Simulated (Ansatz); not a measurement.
The same path of CH$_{6}$AlNSSi (11 atoms, charge 0, multiplicity 1) was run twice with different band settings. The coordinate that changes most is the dihedral Al4–Si2–N3–H9.

Computed with RKS revPBE-D4/STO-3G (Ansatz).

Relaxed end points:

```xyz
11
Properties=species:S:1:pos:R:3
C -1.118 0.426 1.078
Si 0.176 -0.154 -0.193
N 1.807 0.443 0.385
Al -0.161 -1.222 -2.111
S -0.260 0.857 -2.126
H -0.978 1.495 1.331
H -1.053 -0.149 2.021
H -2.146 0.311 0.690
H 1.649 0.792 1.384
H 2.404 -0.424 0.574
H -0.254 -2.433 -3.012
```

```xyz
11
Properties=species:S:1:pos:R:3
C -1.162 0.471 1.072
Si 0.157 -0.119 -0.163
N 1.726 0.549 0.515
Al -0.153 -1.270 -2.039
S -0.166 0.816 -2.143
H -1.014 1.535 1.331
H -1.126 -0.108 2.014
H -2.182 0.366 0.659
H 1.712 0.278 1.552
H 2.510 -0.093 0.163
H -0.237 -2.483 -2.941
```

Common settings: movable images 9; climbing image yes; spring 5.0 eV/Å²; optimiser quadratic models (default); start path through a guess of the saddle point; end points relaxed.

| run | force threshold | iteration limit |
| --- | --- | --- |
| 1 | 0.03 eV/Å | 54 |
| 2 | 0.5 eV/Å | 60 |

(1) What does each run give, and how far can it be trusted?

## Answers

(1) Run 1: converged after 18 iterations, highest image 0.000 eV above the first end. The highest image is an end point: on this band no image between the ends rises above it.
Run 2: converged after 4 iterations, highest image 0.028 eV above the first end. The threshold of 0.5 eV/Å is loose, so the images may lie well off the minimum-energy path. The order of the stationary point at the top wasn't checked.
Limits of this set-up: minimal basis.
